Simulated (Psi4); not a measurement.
A dimer, C2H6O ··· C3H6 (SMILES COC and C1CC1); the first 9 atoms form monomer A.

```
18

C     -1.1621    -0.1081     0.1139
O     -0.1223     0.1035    -0.8135
C      1.1484     0.1196    -0.2044
H     -1.0526    -1.0732     0.6267
H     -1.1912     0.6853     0.8727
H     -2.0997    -0.1045    -0.4399
H      1.3670    -0.8343     0.2942
H      1.2274     0.9242     0.5390
H      1.8849     0.2873    -0.9887
C     -0.6667    -4.7796    -3.5225
C     -1.7757    -5.5670    -2.8819
C     -0.3532    -5.7784    -2.4435
H     -0.5846    -3.7283    -3.2818
H     -0.3899    -5.0251    -4.5388
H     -2.2492    -6.3453    -3.4649
H     -2.4439    -5.0485    -2.2078
H     -0.0591    -5.4031    -1.4727
H      0.1356    -6.6998    -2.7298
```

Q: What interaction energy does Psi4 with SAPT0/jun-cc-pVDZ, frozen core give, and which attractive term is the largest?

A: Total -0.73 kJ/mol: electrostatics -0.19, exchange 0.00, induction -0.03, dispersion -0.51. The most attractive term is dispersion.
